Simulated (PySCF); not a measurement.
Si(H)(Cl)(Me)(OMe) (C₂H₇ClOSi), SMILES CO[SiH](C)Cl.

The structure is a stationary point at B3LYP-D3(BJ)/def2-SVP. Other conformers were not sampled.

Method: B3LYP-D3(BJ)/def2-SVP in PySCF.

Frequencies are harmonic and unscaled.

```tsv
mode	ν (cm⁻¹)	IR (km/mol)	moving atoms (share of kinetic energy)
1	86	3.8	C 34 %, H 25 %, O 18 %, Cl 15 %
2	103	0.0	H 98 %
3	138	0.6	H 92 %
4	147	4.3	C 35 %, H 33 %, O 15 %, Cl 11 %
5	187	1.2	C 37 %, H 28 %, Cl 20 %, Si 9 %
6	288	13.2	Si 30 %, O 24 %, H 21 %, C 14 %, Cl 10 %
7	309	6.0	O 49 %, C 16 %, H 15 %, Si 10 %, Cl 9 %
8	509	66.4	Cl 43 %, Si 41 %
9	671	13.8	H 55 %, C 30 %, Si 10 %
10	734	38.4	H 61 %, C 16 %, O 12 %, Si 11 %
11	774	74.2	H 51 %, Si 25 %, C 22 %
12	789	6.6	H 45 %, O 20 %, Si 19 %, C 16 %
13	887	225.6	H 75 %, Si 15 %, C 9 %
14	908	159.1	H 70 %, Si 18 %, C 11 %
15	1151	230.1	O 42 %, C 33 %, H 22 %
16	1178	1.8	H 77 %, C 19 %
17	1211	99.3	H 55 %, O 23 %, C 22 %
18	1277	34.7	H 77 %, C 23 %
19	1427	3.9	H 96 %
20	1429	2.9	H 96 %
21	1473	4.2	H 94 %
22	1476	1.0	H 91 %
23	1478	10.5	H 95 %
24	2233	137.1	H 97 %
25	2996	64.2	H 97 %
26	3037	0.5	H 97 %
27	3070	33.6	H 90 %, C 10 %
28	3114	27.4	H 90 %, C 10 %
29	3132	2.8	H 91 %, C 9 %
30	3139	1.7	H 91 %, C 9 %
```
